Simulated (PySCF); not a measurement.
Polarisability and C₆ of Xe (xenon, neutral)

[Xe], closed-shell 1S. All numbers are calculated (PySCF 2.14, the spin-free X2C one-electron Hamiltonian (Gaussian nucleus), in x2c-QZVPPall with one added diffuse shell each of s, p, d, f type (14s10p8d5f1g, 128 functions)). Coupled (time-dependent) response in atomic units; α is the mean over directions.

```
method  mean α (bohr³)  C₆ (like pair)  S(−4)
   UHF           26.63           283.0  117.0
   PBE           28.65           307.8  148.1
  PBE0           27.63           295.0  132.1
 B3LYP           28.12           300.6  140.4
```

S(−4) is the Cauchy moment in α(ω) = α(0) + S(−4) ω² + …

Reference α: 27.32 ± 0.2 bohr³ (recommended; Schwerdtfeger and Nagle, table of static dipole polarizabilities (2023 update)). Published C₆: 302.0 (Gould and Bucko (2016)).

α(iu) at PBE:

```tsv
u (hartree)	α(iu) (bohr³)
0	28.65
0.0500	28.28
0.100	27.26
0.200	23.99
0.300	20.24
0.500	13.98
0.750	9.133
1.00	6.377
1.50	3.666
2.00	2.442
3.00	1.369
5.00	0.6411
```

A single London oscillator, α(iu) = α/(1 + u²/ω²), gives C₆ = (3/4) ω α². Matching the computed C₆ needs ω = 4 × 307.8 / (3 × 28.65²) = 0.500 hartree.
